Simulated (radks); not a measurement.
Results of a calculation; reference values are marked as such.
Fractional charge and spin in the 6s shell of terbium: the spin-up occupation runs from 0 to 1 and the spin-down occupation from 0 to 1; the fullest corner is Tb, [Xe] 4f(up 4.5, down 4.5) 6s(up 1, down 1). Level of theory: scalar-relativistic Kohn-Sham, LDA (Slater exchange, Perdew-Wang correlation), spin-polarised, spherical densities, finite nucleus; Fermi nuclear charge, rms radius of each element as measured or else 0.836 A^(1/3) + 0.57 fm (a radial shooting solver on a logarithmic mesh with Libxc functionals). Energy (eV) minus the two flat planes that join the four corners (they meet along the diagonal where the two added fractions sum to one electron); zero is where a piecewise linear energy would lie.

down \ up,0,0.25,0.5,0.75,1
0,0.000,-0.475,-0.645,-0.489,0.000
0.25,-0.475,-0.587,-0.386,0.138,-0.443
0.5,-0.645,-0.386,0.182,-0.362,-0.591
0.75,-0.489,0.138,-0.362,-0.554,-0.441
1,0.000,-0.443,-0.591,-0.441,0.000

Corners above the fullest one (they belong to Tb+ and the next ion): (up 1, down 0) 6.189 eV, (up 0, down 1) 6.189 eV, (up 0, down 0) 18.096 eV. With half an added electron in each spin the energy lies 0.182 eV from the planes, and with half an added electron in spin up alone -0.645 eV. The planes are only a guide here: the flat-plane condition holds for ground states with one frontier orbital, while this shell lies below other occupied shells, so the corners above the fullest one are inner-hole states and not the ground states of those ions.
